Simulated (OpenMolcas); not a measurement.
## Cr2+ in CaF2: curves along the breathing mode

Cr2+ with its 8 nearest fluoride ions, on the Ca site of CaF2 (a = 5.46294 Å, distance in the model lattice 2.366 Å). The rest of the host is ab initio model potentials to 7.6 Å and point charges beyond; the distance is set by hand and nothing relaxes. Ligand basis ANO-RCC-VDZP.

```
Program             : OpenMolcas
Method              : CASSCF
Basis               : ANO-RCC-VDZP [5s4p2d1f]
Scalar Hamiltonian  : DKH2, point nucleus
Active space        : 4 electrons in 5 orbitals (3d)
State averaging     : 2S+1 = 5 even, 5 roots; 2S+1 = 3 even, 45 roots; 2S+1 = 1 even, 50 roots
Spin-orbit coupling : RASSI with atomic mean-field integrals over the reference wave functions
```

Spin-free energies (labels of O, the rotations of Oh) in cm-1 above the lowest fitted minimum, as all ligands move together:

```tsv
R (Å)	5T2	5E	3T1	3T2	3T1(2)	1A1	3E
2.133	950	7760	15010	18200	20970	18210	24270
2.183	20	5960	14860	17720	20050	18860	23030
2.234	1840	7040	17350	19900	21870	22050	24530
2.284	6010	10580	22070	24330	26040	27350	28390
2.334	12260	16290	28780	30790	32290	34560	34350
2.384	20350	23930	37260	39030	40380	43460	42170
2.435	30280	33460	47520	49080	50310	54100	51850
```

Cubic fits give the following; the wavenumber is harmonic, with the mass of all moving ligands, small differences in it between states hang on the degree of the fit, a number in brackets counts states of one label, and the table is a selection of at most 14 states with clean curves.

```
 State  R0 (Å)  Breathing mode (cm-1)  Minimum (cm-1)
   5T2   2.174                    488               0
    5E   2.189                    492            5970
   3T1   2.160                    483           14610
   3T2   2.166                    482           17600
3T1(2)   2.174                    488           20030
   1A1   2.145                    478           18140
    3E   2.180                    485           23040
3T2(2)   2.173                    488           22210
3T1(3)   2.177                    487           23300
   1T1   2.160                    483           23380
   3A2   2.186                    490           27010
3T2(3)   2.182                    486           26850
3T1(4)   2.189                    492           27490
 3E(2)   2.186                    494           27910
```

The minimum of 5E is shifted by +0.0148 Å against 5T2 (from the unrounded fits). With M = 152.0 u for the moving shell, the Huang-Rhys factor in this mode is S = M ω ΔR² / 2ħ = 0.01483 × 152.0 × 488 × 0.0148² = 0.24. Only the first shell moves, against a rigid host.

An orbital triplet at a regular site is open to Jahn-Teller coupling, which can distort the site and quench the lowest spin-orbit gaps and is left out. Without dynamic correlation the repulsion within the d shell is too large (B by tens of per cent), so at a given field states of lower spin stand too high. Ligand-to-metal charge-transfer states are missing. With no ligand orbital active B as a rule stays too high, so bands that hang on it stand too high and its fall with covalency is understated. With metal d orbitals alone and no dynamic correlation 10Dq can be off by a tenth to a fifth, either way, in oxide and fluoride hosts. No measured value stands beside these numbers.
